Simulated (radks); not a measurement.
Initial-state core-level shifts of the europium ion Eu3+ when its valence configuration changes from [Xe] 4f6. Calculated with a radial shooting solver on a logarithmic mesh with Libxc functionals: Dirac Kohn-Sham, PBE, spin-unpolarised, spherical densities, point nucleus; open shells fill j = l - 1/2 first. Shifts are changes of the shell-averaged eigenvalues in eV (positive: less bound).

| valence | 1s | 2s | 4p | 5s |
|---|---|---|---|---|
| 4f5 6p1 | -11.907 | -12.766 | -12.785 | -7.828 |
| 4f4 6s1 6p1 | -24.134 | -26.015 | -25.778 | -14.980 |
| 4f5.5 6p0.5 | -5.785 | -6.193 | -6.232 | -3.880 |
| 4f4 6s2 | -23.246 | -25.118 | -24.880 | -14.123 |
| 4f4 5d1 6p1 | -20.546 | -22.240 | -22.207 | -11.816 |
| 4f5 5d1 | -7.699 | -8.398 | -8.556 | -3.879 |
| 4f4 6p2 | -25.014 | -26.904 | -26.668 | -15.825 |
| 4f4 5d2 | -16.182 | -17.702 | -17.828 | -7.788 |
| 4f3 5d1 6s2 | -32.720 | -35.550 | -34.997 | -18.188 |
